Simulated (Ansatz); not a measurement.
The lowest doublet and quartet of CCl (SMILES [C]Cl); geometries from B3LYP-D3(BJ)/def2-TZVP, each state relaxed from the structure named, with no frequency check.
Doublet at the quartet's geometry (charge 0, multiplicity 2):
```xyz
2

C      0.000     0.000    -1.227
Cl     0.000     0.000     0.433
```

A positive gap puts the quartet lower; no zero-point energy. U- takes an unrestricted doublet. The quartet is unrestricted in single-reference levels. Active spaces average the two states.

Cores are frozen in the correlated methods.

Programs: Ansatz (Gaussian orbitals). Values without a source in brackets are computed.

```csv
level,"gap E(doublet) − E(quartet), vertical, at the quartet's geometry (kJ/mol)"
U-PBE/def2-TZVPP,-233.6
U-wB97M-V/def2-TZVPP,-248.9
U-MP2/cc-pV(Q+d)Z,-212.4
U-CCSD/cc-pV(D+d)Z,-207.8
U-CCSD/cc-pV(T+d)Z,-215.6
"SA-CASSCF(3,4)/cc-pV(Q+d)Z",-172.7
"SC-NEVPT2 on SA-CASSCF(3,4)/cc-pV(Q+d)Z",-215.7
"FIC-NEVPT4(SD) on SA-CASSCF(3,4)/cc-pV(D+d)Z",-212.5
"FIC-MRCISD+Q on SA-CASSCF(3,4)/cc-pV(Q+d)Z",___
```

Question: Fill in the missing entries.

Answer: 
- FIC-MRCISD+Q on SA-CASSCF(3,4)/cc-pV(Q+d)Z, gap E(doublet) − E(quartet), vertical, at the quartet's geometry (kJ/mol): -226.9

Ansatz is a first-principles code.
